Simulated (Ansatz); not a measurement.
Ansatz (an electronic-structure program) input:

Ansatz 0.2 input:
```yaml
crystal:
  periodic: [false, false, false]
  atoms:
    - {symbol: O, position_ang: [1.57383933, -0.87974550, 0.39246155]}
    - {symbol: C, position_ang: [0.93009534, 0.21822231, -0.01170022]}
    - {symbol: O, position_ang: [1.42571300, 1.25787969, -0.32271334]}
    - {symbol: C, position_ang: [-0.59788718, -0.04199041, -0.02492080]}
    - {symbol: F, position_ang: [-1.02633740, -0.37041169, 1.20297162]}
    - {symbol: F, position_ang: [-1.24942498, 1.04414910, -0.42568393]}
    - {symbol: F, position_ang: [-0.89263482, -1.05079124, -0.85834424]}
    - {symbol: H, position_ang: [2.52590729, -0.68898050, 0.39124938]}
basis:
  gaussian:
    orbitals: aug-cc-pVQZ
hamiltonian:
  xc: hf
```

Question: What final total energy does it print?

Answer: -524.62141 Eh (HF/aug-cc-pVQZ). The basis has 606 functions.
